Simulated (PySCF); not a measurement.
AlF2Br, SMILES [F][Al]([F])[Br]. Atoms are numbered in the order given.

```xyz
4

Al     0.0000     0.0000    -0.9493
F      0.0000    -1.4181    -1.7932
F      0.0000     1.4181    -1.7932
Br     0.0000     0.0000     1.2748
```

Coordinates come from a B3LYP-D3(BJ)/def2-SVP optimisation.

Vertical ionisation energy (IE) and electron affinity (EA) in eV. Rows of orbital energies are one-electron estimates. Where ΔSCF, EOM or ADC give a negative EA the extra electron is unbound and the value depends on the basis.

```
level                                            IE     EA
--------------------------------------------  -----  -----
−ε(HOMO), −ε(LUMO), ωB97X/def2-TZVPD (PySCF)  11.66  -0.15
ADC(2)/aug-cc-pVDZ (PySCF)                    11.54   0.06
```

Task: Beyond the first one, list the lowest photoelectron lines from PySCF with ADC(2)/aug-cc-pVDZ with their pole strengths (two spins summed). (The exact figures need the calculation; the answer reports its results.)

Result: 11.76 eV (1.85), 13.21 eV (1.81), 13.66 eV (1.74), 13.92 eV (1.74), 14.37 eV (1.75).
